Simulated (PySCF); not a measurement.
Numbering as in the mapped SMILES `[CH2:1]=[C:2]([CH3:3])[SiH2:4]/[C:5]([F:6])=[CH:7]\[CH:8]=[O:9]`. Hydrogens are named by the atom that carries them. Ha(C1) is cis to C3; Hb(C1) is trans to C3.

Theoretical values (PySCF 2.14): PBE0/pcSseg-1 with gauge-including orbitals, geometry from GFN2-xTB. Fast rotation and ring inversion assumed for equivalent nuclei, isolated molecule, non-relativistic, one conformer.

Problem. Predict the 2D correlation tables (HSQC, COSY, HMBC).

Solution. 

HSQC (one-bond C–H):
```
           δH          δC
 9.90 (H(C8))  193.4 (C8)
 6.59 (H(C7))  134.6 (C7)
6.42 (Ha(C1))  140.7 (C1)
5.89 (Hb(C1))  140.7 (C1)
 2.14 (H(C3))   27.1 (C3)
```

COSY cross peaks (H two or three bonds apart, from the bond graph; peaks can be absent where the dihedral angle is near 90°):
```
           δH             δH
 9.90 (H(C8))   6.59 (H(C7))
6.42 (Ha(C1))  5.89 (Hb(C1))
```

HMBC (two and three bonds, from the bond graph):
```
           δH                                                         δC
 9.90 (H(C8))                                     201.3 (C5), 134.6 (C7)
 6.59 (H(C7))                                     201.3 (C5), 193.4 (C8)
6.42 (Ha(C1))                                      146.9 (C2), 27.1 (C3)
5.89 (Hb(C1))                                      146.9 (C2), 27.1 (C3)
4.84 (H(Si4))  201.3 (C5), 146.9 (C2), 140.7 (C1), 134.6 (C7), 27.1 (C3)
 2.14 (H(C3))                                     146.9 (C2), 140.7 (C1)
```

Chemical shifts δ = σref − σ; TMS for ¹H and ¹³C, all at this level.

Short H···H contacts in this conformer between protons four or more bonds apart (candidates for NOE cross peaks, intensity ∝ r⁻⁶): Ha(C1)···H(C3) 2.36 Å, H(Si4)···H(C8) 2.68 Å.

Shifts are as computed. Against solution values, carbons near 30 ppm lie about +3 ppm off and those near 130 ppm about +5 ppm. Of 1309 compounds with measured shifts, 239 miss one by over three times the rms of a fit or turn the order of signals round; such compounds aren't used in these exercises.
